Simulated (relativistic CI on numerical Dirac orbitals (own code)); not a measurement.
# Tb³⁺ (4f8) in a crystal field

Calculated by Dirac-Coulomb-Breit CI, separate exchange-only KLI orbitals for each configuration, QED by a radiative potential, valence Slater integrals scaled by 0.85, one configuration in a parametric crystal field (own radial code).

Field parameters in Wybourne normalisation. The field is a parameter set, without covalency.

S and J are read from ⟨S²⟩ = S(S + 1) and ⟨J²⟩ = J(J + 1) of each level; they are not fictitious spins.

C2v, B20 = 280, B22 = -140, B40 = -710, B42 = -70, B44 = -510, B60 = 730, B62 = 160, B64 = -570, B66 = -500 cm⁻¹, the lowest 10 levels:

| E (cm⁻¹) | Degeneracy | S | J |
| --- | --- | --- | --- |
| 0.0 | 1 | 2.96 | 6.00 |
| 0.7 | 1 | 2.96 | 6.00 |
| 63.0 | 1 | 2.96 | 6.00 |
| 66.0 | 1 | 2.96 | 6.00 |
| 151 | 1 | 2.96 | 5.99 |
| 168 | 1 | 2.96 | 5.99 |
| 192 | 1 | 2.96 | 5.99 |
| 201 | 1 | 2.96 | 6.00 |
| 203 | 1 | 2.96 | 6.00 |
| 240 | 1 | 2.96 | 5.99 |

D4h, B20 = 2260, B40 = 1250, B44 = 0, B60 = 660, B64 = -640 cm⁻¹, the lowest 16 levels:

| E (cm⁻¹) | Degeneracy | Irrep | S | J |
| --- | --- | --- | --- | --- |
| 0.0 | 1 | B1 | 2.96 | 6.00 |
| 0.0 | 1 | B2 | 2.96 | 6.00 |
| 190 | 2 | E | 2.96 | 5.99 |
| 408 | 1 | A1 | 2.96 | 5.97 |
| 408 | 1 | A2 | 2.96 | 5.97 |
| 647 | 2 | E | 2.96 | 5.96 |
| 868 | 1 | B1 | 2.96 | 5.95 |
| 913 | 1 | B2 | 2.96 | 5.96 |
| 1093 | 2 | E | 2.96 | 5.96 |
| 1177 | 1 | A1 | 2.96 | 5.97 |
| 2275 | 2 | E | 2.97 | 5.01 |
| 2487 | 1 | A2 | 2.97 | 4.94 |
| 2510 | 1 | A1 | 2.97 | 4.95 |
| 2707 | 2 | E | 2.97 | 4.90 |
| 2776 | 1 | B1 | 2.97 | 4.92 |
| 2782 | 1 | A2 | 2.97 | 4.96 |

The next free-ion level lies 2053 cm⁻¹ above the lowest; the field splits the ground level into components whose J stays near 6 as long as their spread is small against that gap.

Levels of this model without a field, named by their leading LS term: 7F_6 0, 7F_5 2053, 7F_4 3288, 7F_3 4262, 7F_2 4945, 7F_1 5399, 7F_0 5621, 5D_4 18853 cm⁻¹.
